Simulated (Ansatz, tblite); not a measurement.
Removing and adding an electron: NbF₅. Charge 0, multiplicity 1. Geometry: r2SCAN-D4/def2-SVP. Ansatz, gas phase; energy differences of separate SCF runs; the oxidised species was run as a doublet alone; the reduced species was run as a doublet alone.

```xyz
6

Nb    0.000    0.000    0.000
F     1.168   -1.006   -1.062
F    -1.168    1.006    1.062
F     0.748   -0.730    1.515
F    -1.438   -0.820   -0.804
F     0.690    1.551   -0.711
```

In the def2 sets Nb takes a core potential; there is no spin–orbit coupling. The xTB rows come from tblite. Correlated methods freeze 5 core orbitals; core or outer-core shells of Nb are correlated, in sets that lack core-valence functions. The rows differ in basis, and correlated rows in double-zeta sets carry the largest basis error. In CCSD on the charge 1 doublet the largest single amplitude is 0.24, so its Hartree–Fock determinant may place the open shell otherwise than the density functionals do. HOMO above LUMO, or a gap near zero within one spin, warns that the state may not be the lowest or that an electron is smeared out.

```tsv
level	−HOMO (eV)	vertical IE (eV)	−LUMO (eV)	vertical EA (eV)	HOMO–LUMO gap (eV)	IE − EA (eV)	remarks
GFN1-xTB	13.62	17.01	10.40	7.08	3.22	9.93	–
PBE-D4/def2-TZVPD	10.21	–	4.20	0.58	6.01	–	HOMO above zero (-1 doublet), gap within one spin near zero (-1 doublet)
PBE0-D4/def2-TZVPD	12.28	–	3.52	1.16	8.77	–	HOMO above zero (-1 doublet)
MP2/def2-SVP	–	15.44	–	–	–	–	–
CCSD/def2-SVP	–	15.25	–	–	–	–	–
CCSD(T)/def2-SVP	–	15.04	–	–	–	–	–
```

Task: Estimate the rows for GFN2-xTB, HF/def2-SVP, r2SCAN-D4/def2-TZVP, r2SCAN-D4/def2-TZVPD, PBE0-D4/def2-TZVP.

Result: 
```json
{"level": "GFN2-xTB", "−HOMO (eV)": "15.16", "vertical IE (eV)": "18.78", "−LUMO (eV)": "11.10", "vertical EA (eV)": "7.51", "HOMO–LUMO gap (eV)": "4.06", "IE − EA (eV)": "11.27", "remarks": "–"}
{"level": "HF/def2-SVP", "−HOMO (eV)": "–", "vertical IE (eV)": "14.46", "−LUMO (eV)": "–", "vertical EA (eV)": "–", "HOMO–LUMO gap (eV)": "–", "IE − EA (eV)": "–", "remarks": "–"}
{"level": "r2SCAN-D4/def2-TZVP", "−HOMO (eV)": "10.75", "vertical IE (eV)": "14.04", "−LUMO (eV)": "4.23", "vertical EA (eV)": "–", "HOMO–LUMO gap (eV)": "6.52", "IE − EA (eV)": "–", "remarks": "–"}
{"level": "r2SCAN-D4/def2-TZVPD", "−HOMO (eV)": "10.71", "vertical IE (eV)": "–", "−LUMO (eV)": "4.18", "vertical EA (eV)": "0.74", "HOMO–LUMO gap (eV)": "6.54", "IE − EA (eV)": "–", "remarks": "HOMO above zero (-1 doublet)"}
{"level": "PBE0-D4/def2-TZVP", "−HOMO (eV)": "12.31", "vertical IE (eV)": "14.64", "−LUMO (eV)": "3.55", "vertical EA (eV)": "–", "HOMO–LUMO gap (eV)": "8.76", "IE − EA (eV)": "–", "remarks": "–"}
```

Relaxing the oxidised species (r2SCAN-D4/def2-SVP) changes its energy by -1.31 eV at PBE0-D4/def2-TZVP, so the adiabatic ionisation energy to this nearest minimum is 13.33 eV. In the charge 1 doublet, F3 and F4 lie 1.96 Å apart (atoms count from 1), so these atoms are partly bonded to each other. Relaxing the reduced species (r2SCAN-D4/def2-SVPD) changes its energy by -0.81 eV at PBE-D4/def2-TZVPD, so the adiabatic electron affinity to this nearest minimum is 1.38 eV. At PBE0-D4/def2-TZVPD it is 1.75 eV. The highest occupied level of the relaxed charge -1 doublet lies above zero (up to 1.71 eV). By energy differences its removal costs 1.38 eV (each at its own geometry, to the charge 0 singlet, at PBE-D4/def2-TZVPD); the vertical value is larger still, so the positive level points to self-interaction error.  Run but left out: PBE-D4/def2-TZVP (charge +1 doublet: an occupied level 0.03 eV above an empty one).   A HOMO above zero means that the electron is unbound at that level or that self-interaction error raises the level; the energy of removing that electron tells which. Raw xTB energy differences between charge states are shifted by several eV; the methods need an empirical correction for them.
